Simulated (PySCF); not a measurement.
Molfile (atoms numbered from 1):
```
C5H15NOSi
     RDKit          3D

 23 22  0  0  0  0  0  0  0  0999 V2000
   -2.8818    0.1709   -0.8302 C   0  0  0  0  0  0  0  0  0  0  0  0
   -1.4621   -0.2739   -0.5092 C   0  0  0  0  0  0  0  0  0  0  0  0
   -0.8048    0.4595    0.6684 C   0  0  1  0  0  0  0  0  0  0  0  0
   -1.5118    0.2163    2.0024 C   0  0  0  0  0  0  0  0  0  0  0  0
    1.0177   -0.0046    0.8127 Si  0  0  1  0  0  4  0  0  0  0  0  0
    1.2587   -1.6418    1.0574 O   0  0  0  0  0  0  0  0  0  0  0  0
    1.7850    0.4530   -0.6689 N   0  0  0  0  0  0  0  0  0  0  0  0
    3.1702    0.1927   -0.9817 C   0  0  0  0  0  0  0  0  0  0  0  0
   -2.9147    1.2469   -1.0669 H   0  0  0  0  0  0  0  0  0  0  0  0
   -3.5689   -0.0030    0.0117 H   0  0  0  0  0  0  0  0  0  0  0  0
   -3.2843   -0.3735   -1.6983 H   0  0  0  0  0  0  0  0  0  0  0  0
   -1.4594   -1.3591   -0.2945 H   0  0  0  0  0  0  0  0  0  0  0  0
   -0.8325   -0.1514   -1.4074 H   0  0  0  0  0  0  0  0  0  0  0  0
   -0.8257    1.5476    0.4547 H   0  0  0  0  0  0  0  0  0  0  0  0
   -1.0309    0.7720    2.8228 H   0  0  0  0  0  0  0  0  0  0  0  0
   -1.4818   -0.8525    2.2725 H   0  0  0  0  0  0  0  0  0  0  0  0
   -2.5692    0.5234    1.9773 H   0  0  0  0  0  0  0  0  0  0  0  0
    1.6075    0.5926    2.0490 H   0  0  0  0  0  0  0  0  0  0  0  0
    1.0272   -2.1978    0.3071 H   0  0  0  0  0  0  0  0  0  0  0  0
    1.3741    1.2133   -1.1994 H   0  0  0  0  0  0  0  0  0  0  0  0
    3.5101   -0.6922   -0.4215 H   0  0  0  0  0  0  0  0  0  0  0  0
    3.8538    1.0248   -0.7238 H   0  0  0  0  0  0  0  0  0  0  0  0
    3.3126   -0.0352   -2.0523 H   0  0  0  0  0  0  0  0  0  0  0  0
  1  2  1  0
  2  3  1  0
  3  4  1  0
  3  5  1  0
  5  6  1  0
  5  7  1  0
  7  8  1  0
  1  9  1  0
  1 10  1  0
  1 11  1  0
  2 12  1  0
  2 13  1  0
  3 14  1  6
  4 15  1  0
  4 16  1  0
  4 17  1  0
  5 18  1  1
  6 19  1  0
  7 20  1  0
  8 21  1  0
  8 22  1  0
  8 23  1  0
M  END
```

Geometry: PBE0-D3(BJ)/def2-SVP; GIAO shifts from PySCF 2.14, gas phase, non-relativistic, averaged over equivalent atoms.

At PBE0/pcSseg-1 (218 basis functions, 88 s wall time on 1 thread of an Arm Neoverse N1, shared host):
```csv
atoms,δ (ppm)
C8,28.8
C2,24.6
C3,22.9
C1,14.2
C4,12.7
Si5,-8.8
O6,30.2
N7,33.5
H18,4.66
H21/H22/H23,2.65
H13,1.42
H15/H16/H17,0.99
H9/H10/H11,0.96
H12,0.79
H19,0.44
H14,-0.07
H20,-0.15
```

Chemical shifts δ = σref − σ; TMS for $^{13}$C (σref 184.41), $^{29}$Si (σref 351.99), $^{1}$H (σref 31.27); H2O for $^{17}$O (σref 334.56); NH3 for $^{15}$N (σref 265.67), all at this level.

Q: What do these become at mPW1PW91/pcSseg-1?

A: 
| atoms | δ at mPW1PW91/pcSseg-1 | change |
| --- | --- | --- |
| C8 | 29.0 | +0.2 |
| C2 | 24.5 | -0.1 |
| C3 | 22.6 | -0.3 |
| C1 | 14.4 | +0.2 |
| C4 | 12.8 | +0.1 |
| Si5 | -9.5 | -0.7 |
| O6 | 29.4 | -0.8 |
| N7 | 32.8 | -0.7 |
| H18 | 4.62 | -0.04 |
| H21/H22/H23 | 2.64 | -0.01 |
| H13 | 1.41 | -0.01 |
| H15/H16/H17 | 0.99 | +0.00 |
| H9/H10/H11 | 0.96 | +0.00 |
| H12 | 0.79 | +0.00 |
| H19 | 0.45 | +0.01 |
| H14 | -0.07 | +0.00 |
| H20 | -0.16 | -0.01 |

Chemical shifts δ = σref − σ; $^{13}$C (183.54 ppm), $^{29}$Si (350.83 ppm), $^{1}$H (31.32 ppm) against TMS; $^{17}$O (333.30 ppm) vs H2O; NH3 for $^{15}$N (264.17 ppm), all at this level.

The largest change is at O6 (oxygen bonded to Si, H). Cost: 218 basis functions, 78 s wall time on 1 thread of an Arm Neoverse N1, shared host. The order of the carbon signals is the same at both levels.

Experimental scales use liquid or dissolved standards, which lie at an offset from isolated NH3 (liquid NH3: subtract about 20 ppm) and H2O (liquid H2O: subtract about 36 ppm).
